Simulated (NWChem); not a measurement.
BI$_{2}$Cl; SMILES ClB(I)I

Computed with NWChem. Structure relaxed at the PBE0/def2-SVP level. def2 effective core potentials on I; no spin-orbit coupling. Ions are spin-unrestricted doublets at the neutral geometry. Hybrids' shares of exact exchange are those that their runs print; pure functionals count as 0. The functionals differ in more than this share.

```
row              share of exact exchange  ΔSCF ionisation energy minus −ε(HOMO) (eV)
---------------  -----------------------  ------------------------------------------
PBE/def2-SVP                        0.00                                        2.78
r2SCAN/def2-SVP                     0.00                                        2.70
B3LYP/def2-SVP                      0.20                                        2.19
PBE0/def2-SVP                       0.25                                        1.99
M06-2X/def2-SVP                     0.54                                    withheld
```

Task: Fit a straight line of the last column on the one before it, predict the withheld value, and compare with the run.

Result: 
1. Means of the 4 shown rows: x = 0.113, y = 2.415. Slope Σ(x − x̄)(y − ȳ)/Σ(x − x̄)² = -0.1513/0.05188 = -2.916; intercept 2.743.
2. The shown rows scatter about the line by 0.034 (root mean square); the largest residual is -0.04, at r2SCAN/def2-SVP.
3. At x = 0.54 (M06-2X/def2-SVP; beyond the shown range) the line gives 1.17.
4. The run gives 1.19, +0.02 from the line, 0.6 times the scatter. The line crosses zero at a share of 0.94, outside the shown range.
